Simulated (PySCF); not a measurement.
CsF, SMILES [F][Cs]. Atoms are numbered in the order given.

```xyz
2

Cs     0.0000     0.0000    -0.3364
F      0.0000     0.0000     2.0559
```
Charge 0, spin multiplicity 1.

Coordinates come from a PBE0-D3(BJ)/def2-TZVPD optimisation. The def2 effective core potentials stand for the cores of Cs; spin–orbit coupling is left out.

Calculation: IEF-PCM-M06-2X/def2-TZVPD in PySCF.

The values are the electrostatic part of the solvation free energy, E(continuum) − E(gas) at the gas-phase geometry, in a cavity of scaled van der Waals radii (PySCF's table); cavitation and dispersion terms are not included. A continuum can't describe solvent molecules that bind to the metal. In vacuum the orbital gap is 7.53 eV. The dipole moment in vacuum is 8.20 D.

Computed values in water (ε = 78.36), 1-octanol (ε = 9.86), dimethylsulfoxide (ε = 46.83):
```json
[
 {"solvent": "water", "ε": "78.36", "ΔG(elec) (kcal/mol)": "-12.0", "dipole (D)": "9.07", "gap (eV)": "8.84"},
 {"solvent": "1-octanol", "ε": "9.86", "ΔG(elec) (kcal/mol)": "-10.3", "dipole (D)": "8.95", "gap (eV)": "8.66"},
 {"solvent": "dimethylsulfoxide", "ε": "46.83", "ΔG(elec) (kcal/mol)": "-11.8", "dipole (D)": "9.06", "gap (eV)": "8.82"}
]
```
